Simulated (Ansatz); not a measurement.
Basis-set extrapolation for `CBBF` (PBE0-D4/def2-TZVP geometry, frozen core, Ansatz 0.2.0). Multiplicity 1, RHF reference.

```json
{"": "HF", "def2-TZVPP": "-189.688929", "def2-QZVPP": "-189.697749"}
{"": "MP2 correlation", "def2-TZVPP": "-0.619038", "def2-QZVPP": "-0.667104"}
{"": "CCSD(T) correlation", "def2-TZVPP": "-0.678687", "def2-QZVPP": "not run"}
```

Energies in hartree. Use E(X) = E(∞) + A·exp(−7.88·√X) for Hartree–Fock and E(X) = E(∞) + B·X^(−2.97) for correlation, with X = 3 and 4, and add CCSD(T) minus MP2 of the smaller set to the MP2 limit.

Question: What is the CCSD(T) energy at the basis-set limit?

Answer: HF limit: -189.697749 + (-0.008820) × 0.13774 = -189.69896. MP2 limit: -0.667104 + (-0.048066) × 0.74074 = -0.70271. Higher-order term: -0.678687 − (-0.619038) = -0.05965. Total: -190.46132 hartree, 58.8 kcal/mol below CCSD(T)/def2-TZVPP.
